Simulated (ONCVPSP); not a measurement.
# arsenic (As): one change to an ONCV potential, before and after

- Element: arsenic
- Generator: ONCVPSP 4.0.1
- Type: optimised norm-conserving Vanderbilt (ONCV)
- Functional: LDA (Perdew-Zunger)
- Relativity: scalar-relativistic
- Frozen core: [Ar]
- Valence charge: 15
- Reference configuration: 3d10 4s1 4p4
- Partial waves: 4s: rc 1.45 bohr, ncon 5, nbas 10, qcut 5.2 1/bohr, 3 projectors, debl 2.3 Ha; 4p: rc 1.60 bohr, ncon 3, nbas 7, qcut 5.9 1/bohr, 1 projector; 3d: rc 0.60 bohr, ncon 4, nbas 7, qcut 15.7 1/bohr, 2 projectors, debl 1.3 Ha; f scattering state at 0.28 Ha: rc 1.75 bohr, ncon 4, nbas 8, qcut 6.4 1/bohr, 2 projectors, debl 2.6 Ha
- Local potential: polynomial inside 0.60 bohr (lpopt 4, dvloc0 0 Ha)
- Core correction: Teter function, fcfact 4, rcfact 1.2

In the d channel the program set the typed energies aside and used -1.563, 0.250 Ha.

All-electron outer shells of the reference configuration (LDA (Perdew-Zunger), scalar-relativistic, ld1.x):

| shell | level (eV) | outermost node (bohr) | outermost maximum (bohr) |
| --- | --- | --- | --- |
| 3s | -191.17 | 0.25 | 0.52 |
| 3p | -135.08 | 0.22 | 0.52 |
| 3d | -42.52 | – | 0.47 |
| 4s | -15.59 | 0.73 | 1.59 |
| 4p | -5.98 | 0.78 | 1.95 |

Change: core correction Teter function, fcfact 4, rcfact 2.02.

Cutoffs: the cutoffs (Ha) at which the residual kinetic energy of the hardest occupied pseudo-wave falls to 1 and 0.1 mHa per electron; they do not see the model core or the augmentation charge, which bear on the density cutoff. Errors are all-electron minus pseudo energies relative to the spin-unpolarised reference configuration.

**Question.** Predict the effect on cutoff, ghosts and configuration errors.

**Answer.** The potential gets neither clearly harder nor softer (483 Ha and 647 Ha → 483 Ha and 647 Ha); both files keep a bound ghost (p, s); of the 4 tests that both files solve, the error grows in 4 and shrinks in 0 by more than 15 % and 0.3 meV (median size 2.2 → 6.7 meV). A model core, the more so a compact one, raises the density cutoff, which this test does not measure.

| quantity | base | changed |
| --- | --- | --- |
| cutoff, loose | 483 Ha | 483 Ha |
| cutoff, tight | 647 Ha | 647 Ha |
| bound ghosts | s, p | s, p |
| GHOST(+) flags under 300 eV | f at 58.8 eV | f at 58.8 eV |
| error for 3d10 4s2 4p3, meV [ΔE -9.48 eV] | -0.8 | -7.8 |
| error for 3d10 4s2 4p2, meV [ΔE -0.16 eV] | -2.7 | -5.7 |
| error for 3d10 4s2 4p1, meV [ΔE 18.01 eV] | -4.7 | -17 |
| error for 3d10 4s1 4p3, meV [ΔE 10.00 eV] | -1.7 | -5.1 |
| s: phases at 1.47 bohr within 0.05 rad from the reference energy up to (Ha; the scan ends near 5) | to the end of the scan | to the end of the scan |
| p: phases at 1.62 bohr within 0.05 rad from the reference energy up to (Ha; the scan ends near 5) | to the end of the scan | to the end of the scan |
| d: phases at 0.61 bohr within 0.05 rad from the reference energy up to (Ha; the scan ends near 5) | to the end of the scan | to the end of the scan |
| f: phases at 1.77 bohr within 0.05 rad from the reference energy up to (Ha; the scan ends near 5) | 2.1 | 2.1 |
| rms error of d²Exc/dni dnj with the model core, mHa | 4.00 | 2.77 |

 A true bound ghost makes a file unfit for plane-wave use even where its test errors are small: the radial tests pick states by their node count and pass the ghost by.
